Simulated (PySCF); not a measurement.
Cs(F) cation (CsF), SMILES [F][Cs] (connectivity only; charge and spin as stated), charge +1, multiplicity 2. Atoms are numbered in the order given.

```xyz
2

Cs     0.0000     0.0000    -0.4794
F      0.0000     0.0000     2.9297
```
Charge +1, spin multiplicity 2.

Coordinates come from a PBE-D3(BJ)/def2-TZVPD optimisation. The multiplicity is an assumed one; other spin states were not compared. The def2 effective core potentials stand for the cores of Cs; spin–orbit coupling is left out.

These are PBE-D3(BJ)/def2-TZVPD run with PySCF values and carry that method's errors.

Frequencies are harmonic and unscaled.

Q: Estimate the vibrational spectrum. (An estimate is asked for; the answer gives what the named calculation found.)

A: 
```
mode  ν (cm⁻¹)  IR (km/mol)  moving atoms (share of kinetic energy)
----  --------  -----------  --------------------------------------
1           52          1.8                         F 87 %, Cs 13 %
```
